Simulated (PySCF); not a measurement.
## Telling isomers of C6H10N2 apart by NMR

Theoretical values (PySCF): σ from GIAO-PBE0/pcSseg-1, GFN2-xTB geometry. Equivalent nuclei averaged, isolated molecule, no relativistic terms, a single conformation.

Shifts are taken against calculated references (same method and geometry level): ¹H, ¹³C against TMS. Where no couplings were computed, multiplicities follow the n + 1 count of equivalent neighbours, and m marks all less simple cases (inequivalent or close neighbours, rings, F or P nearby). Shifts are as computed. Against solution values, carbons near 30 ppm lie about +3 ppm off and those near 130 ppm about +5 ppm. Of 1211 compounds with measured shifts, 218 miss one by over three times the rms of a fit or turn the order of signals round; such compounds aren't used in these exercises. OH and NH positions are gas-phase values without hydrogen bonding to other molecules.

(1) Tabulate the signals of `CC/N=C\C#CCN`, `CCn1cc(C)cn1` and their relative energies.

(2) What is the quickest way to tell CC/N=C\C#CCN from CCn1cc(C)cn1?

Answers

(1) 
```json
{"SMILES": "CC/N=C\\C#CCN", "carbon types": "2×C 1×CH 2×CH2 1×CH3", "δC": "144.6, 108.0, 81.4, 54.9, 36.2, 18.8", "δH": "7.66 (s, 1H), 3.93 (q, 2H), 3.76 (s, 2H), 1.32 (t, 3H), 0.94 (br s, 2H)", "E rel. (kcal/mol)": "53.6"}
{"SMILES": "CCn1cc(C)cn1", "carbon types": "1×C 2×CH 1×CH2 2×CH3", "δC": "142.3, 129.5, 123.2, 49.8, 20.6, 11.4", "δH": "7.38 (m, 1H), 7.12 (m, 1H), 4.17 (q, 2H), 2.28 (s, 3H), 1.34 (t, 3H)", "E rel. (kcal/mol)": "0.0"}
```

Energies are electronic energies at PBE0/pcSseg-1 on these geometries, without zero-point or thermal terms, each for the one conformer computed, which needn't be the lowest.

(2) Both give the same number of carbon signals, but DEPT or the intensities differ. The first has an alkyne carbon (C) at 81.4 ppm, the second a substituted aromatic carbon (C) at 123.2 ppm. Their most deshielded carbons lie at 144.6 and 142.3 ppm.
